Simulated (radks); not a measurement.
Values are calculated unless marked as measured or tabulated.
Problem. All-electron atom: the thallium ion Tl51+ in [Ar] 3d10 4s2. Code: a radial shooting solver on a logarithmic mesh with Libxc functionals. Model: Dirac Kohn-Sham, LB94 model potential, spin-unpolarised, spherical densities, finite nucleus; Fermi nuclear charge, rms radius 5.4759 fm. Some entries of the table are withheld. Estimate them.

orbital  occ.  eigenvalue (hartree)  <r> (bohr)
1s1/2       2                   (1)     0.01630
2s1/2       2             -663.6788         (2)
2p1/2       2             -642.3317         (3)
2p3/2       4             -565.4872         (4)
3s1/2       2             -231.7467      0.1739
3p1/2       2             -222.1972      0.1640
3p3/2       4             -204.4553      0.1789
3d3/2       4                   (5)      0.1548
3d5/2       6                   (6)      0.1594
4s1/2       2             -114.7215      0.3428

Solution. 
(1) 1s1/2 eigenvalue (hartree): -3254.351
(2) 2s1/2 <r> (bohr): 0.06783
(3) 2p1/2 <r> (bohr): 0.05563
(4) 2p3/2 <r> (bohr): 0.06438
(5) 3d3/2 eigenvalue (hartree): -188.9277
(6) 3d5/2 eigenvalue (hartree): -185.0619
